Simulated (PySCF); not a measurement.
Ionisation energy of Ne+ by level of theory

Ne+ [He] 2s2 2p5 (2P) → Ne(2+) [He] 2s2 2p4 (3P), as a difference of total energies. Computed with PySCF 2.14 in cc-pVTZ-DK (4s3p2d1f, 30 functions), with the spin-free X2C one-electron Hamiltonian (Gaussian nucleus). Correlated levels: valence: 1s2 frozen. The calculations carry no spin-orbit coupling.

Order these methods by the ionisation energy they give, lowest first.
A. r2SCAN
B. CCSD (valence)
C. UHF
D. CCSD(T) (valence)

C (39.263 eV), B (40.647 eV), D (40.676 eV), A (41.140 eV).

Errors of the correlated levels include the incompleteness of this basis and the frozen core.

For comparison: 40.963 eV (measured; NIST Atomic Spectra Database, ionization energies).
